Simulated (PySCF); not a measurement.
Compound: CH4BFNP.
Geometry (PBE0-D3(BJ)/def2-SVP, Å), atoms numbered from 1 in this order:
```
atom  x, y, z in Å
N1     1.8271    0.4652   -1.8524
C2     1.4308    0.0333   -0.8492
B3     0.7472   -0.4891    0.4657
P4    -0.9768    0.2339    0.1120
F5    -2.0951   -0.0135    1.2156
H6     0.6184   -1.6959    0.5199
H7     1.1446    0.0388    1.4854
H8    -1.0280    1.6361   -0.0639
H9    -1.6079   -0.2267   -1.0669
```

Computed with PySCF at PBE0/def2-SVPD, non-relativistic, on one gas-phase PBE0-D3(BJ)/def2-SVP geometry that isn't relaxed in the solvent. The solvent is an IEF-PCM continuum (Bondi radii, 1.10 Å for H, scaled by 1.2), and excitations are vertical TDDFT with non-equilibrium linear response and a frozen core. Specific hydrogen bonds and non-electrostatic terms are outside this model.

Gas-phase singlets (H = HOMO, L = LUMO):

```tsv
state	E (eV)	λ (nm)	f	leading configurations
S1	5.748	216	0.001	H→L 97%
S2	6.099	203	0.043	H-1→L 94%
S3	6.964	178	0.005	H-2→L 96%
S4	7.256	171	0.002	H-3→L 71%, H→L+1 16%
S5	7.589	163	0.000	H→L+1 48%, H-3→L 24%
```

Question: What are the lowest 5 singlets in acetone (ε = 20.49)?

Answer: 
```csv
state,E (eV),λ (nm),f,leading configurations,change by rank (eV)
S1,6.273,198,0.002,H→L 95%,+0.525
S2,6.504,191,0.055,H-1→L 92%,+0.405
S3,7.553,164,0.004,"H-3→L 62%, H→L+1 10%",+0.589
S4,7.699,161,0.009,H-2→L 75%,+0.443
S5,7.735,160,0.003,"H-1→L+2 60%, H-3→L 17%",+0.146
```

Question: The ground-state energy changes by -0.462 eV from gas to acetone. By how much does the total energy of gas-phase S1 change?

Answer: E(S1) = E(S0) + excitation energy, so it changes by -0.462 + 0.525 = +0.063 eV: it isn't lowered at all, while the ground state is. This is the vertical state, with the slow part of the continuum still set for S0.

Question: How do the frontier levels move from gas to acetone?

Answer: 
```tsv
orbital	gas (eV)	solvent (eV)	change (eV)
LUMO+2	0.01	0.56	+0.55
LUMO+1	-0.13	0.53	+0.66
LUMO	-1.76	-1.22	+0.54
HOMO	-8.92	-8.99	-0.07
HOMO-1	-9.06	-9.05	+0.01
HOMO-2	-9.96	-10.34	-0.38
HOMO-3	-10.58	-10.50	+0.08
```

The HOMO–LUMO gap goes from 7.16 to 7.77 eV. Rows go by rank; for HOMO-3, LUMO+1 and LUMO+2 the atom shares or the degeneracy differ between the runs, so the row needn't follow one orbital.
